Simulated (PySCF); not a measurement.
## Towards the basis-set limit for Br₂

State: singlet, closed shell. De refers to Br + Br. RHF-based CCSD(T) in PySCF 2.14 with Br cc-pVTZ-PP with ECP10 and Br cc-pVQZ-PP with ECP10 (frozen core orbitals: 18; scalar-relativistic core potentials). Correlation energies are extrapolated as n⁻³ (n = 3, 4), Hartree–Fock as (n+1)·exp(−9√n).

| Level | Re (Å) | ωe (cm⁻¹) | ωexe (cm⁻¹) | αe (cm⁻¹) | De (eV) |
| --- | --- | --- | --- | --- | --- |
| CCSD(T)/TZ | 2.3074 | 319.0 | 1.04 | 0.000310 | 1.991 |
| CCSD(T)/QZ | 2.2958 | 324.6 | 1.02 | 0.000307 | 2.136 |
| HF/CBS | 2.2692 | 355.6 | 0.755 | 0.000251 | 0.659 |
| MP2/CBS | 2.2716 | 344.3 | 0.887 | 0.000280 | 2.372 |
| CCSD/CBS | 2.2811 | 337.2 | 0.923 | 0.000287 | 2.050 |
| CCSD(T)/CBS | 2.2893 | 328.4 | 1.02 | 0.000305 | 2.234 |

Q: How much is left between CCSD(T)/QZ and the basis-set limit, and how much do the triples give at the limit?

A: CCSD(T)/CBS less CCSD(T)/QZ: -6.5 mÅ in Re, +3.8 cm⁻¹ in ωe and +0.098 eV in De. CCSD(T)/CBS less CCSD/CBS: +8.2 mÅ in Re, -8.8 cm⁻¹ in ωe and +0.184 eV in De.

Measured (Huber and Herzberg, Constants of Diatomic Molecules (1979)): Re = 2.28105 Å, ωe = 325.321 cm⁻¹, ωexe = 1.0774 cm⁻¹. The last row is off by 8.2 mÅ and 3.1 cm⁻¹.

The T1 diagnostic is 0.008. The open-shell atoms are computed with UHF. Spin–orbit coupling, excitations beyond (T) and corrections to the Born–Oppenheimer picture are left out.

The whole job (state search and all basis sets along the bond) took about 2.8 min on 4 threads of Arm Neoverse V1 (shared host), peak memory 3.1 GiB.
